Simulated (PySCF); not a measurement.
An unknown gives this computed stick spectrum. The calculation used TDDFT PBE0/def2-SVPD, vertical, gas phase, core orbitals frozen in the response in PySCF. Geometries: PBE0-D3(BJ)/def2-SVP, one conformer each. Relativistic effects are left out although some hold elements past zinc.

| state | E (eV) | f |
| --- | --- | --- |
| S1 | 7.47 | 0.029 |
| S2 | 7.89 | 0.019 |
| S3 | 7.91 | 0.0046 |
| S4 | 8.05 | 0.0010 |
| S5 | 8.21 | 0.0006 |
| S6 | 8.32 | 0.0076 |
| S7 | 8.36 | 0.018 |
| S8 | 8.45 | 0.0090 |
| S9 | 8.59 | 0.015 |
| S10 | 8.72 | 0.033 |

**Question.** Which candidate is it?
A. `OB(O)[C@@H]1CC[C@H]1F`
B. `CO[CH2][GeH2][B](F)F`
C. `F[C@H]1OBO[C@H]1CC`
D. `COCC1=[O+][BH2-]OC=C1`

**Answer.** A. Its S1 lies at 7.47 eV; the nearest of the others has S1 at 7.94 eV. S1 is HOMO→LUMO (95%). Löwdin shares by element: HOMO carbon 48% or more, boron 13% (atoms not listed hold the other 39%); LUMO boron 44%, oxygen 24%, hydrogen 8% or more (atoms not listed hold the other 24%). At the same level the other candidates give, for their lowest levels:
- `CC[C@@H]1OBO[C@@H]1F`: 7.94 eV (f 0.054); 8.29 eV (f 0.015); 8.46 eV (f 0.012); 8.77 eV (f 0.001); 8.82 eV (f 0.009); T1 7.11 eV; HOMO -8.95, LUMO 0.21 eV
- `CO[CH2][GeH2][B](F)F`: 5.98 eV (f 0.004); 6.47 eV (f 0.080); 6.81 eV (f 0.010); 7.17 eV (f 0.022); 7.55 eV (f 0.016); T1 5.24 eV; HOMO -7.88, LUMO -0.73 eV
- `COCC1=[O+][BH2-]OC=C1`: 3.70 eV (f 0.030); 4.99 eV (f 0.013); 5.06 eV (f 0.013); 5.48 eV (f 0.138); 6.37 eV (f 0.069); T1 2.78 eV; HOMO -7.07, LUMO -2.23 eV

The values belong to the conformer `[OH:1][B:2]([OH:3])[C@@H:4]1[CH2:5][CH2:6][C@H:7]1[F:8]`: O1–B2–C4–C5 168°, H–O1–B2–O3 177°, H–O3–B2–O1 1°.
Triplets come from the Tamm–Dancoff approximation.

Without π bonds the low states are Rydberg-like; a valence basis with one diffuse set may place them up to an eV too high.
